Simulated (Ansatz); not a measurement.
All numbers were calculated with Ansatz.

A structure relaxed at PBE0-D4/def2-TZVP, charge 0, multiplicity 1:

```xyz
12

N     0.1074   -1.8720   -1.5513
Si    0.3335   -0.2250   -1.1025
Si   -0.2492    0.0312    1.1573
C    -0.1275    1.9043    1.5988
O    -1.0493    2.6649    1.4499
H    -0.7875   -2.3131   -1.4126
H     0.5555   -2.2259   -2.3816
H     1.7749    0.0922   -1.2909
H    -0.4446    0.7835   -1.8842
H    -1.6479   -0.4083    1.4061
H     0.6855   -0.7262    2.0351
H     0.8493    2.2944    1.9759
```

Give its formula and SMILES.

CH7NOSi2, `N[SiH2][SiH2]C=O`.

Summarise the bond lengths by kind.

1 × N–Si 1.722 Å; 2 × H–N 1.007 to 1.008 Å; 1 × Si–Si 2.348 Å; 4 × H–Si 1.487 to 1.495 Å; 1 × C–Si 1.928 Å; 1 × C–O 1.204 Å; 1 × C–H 1.117 Å.
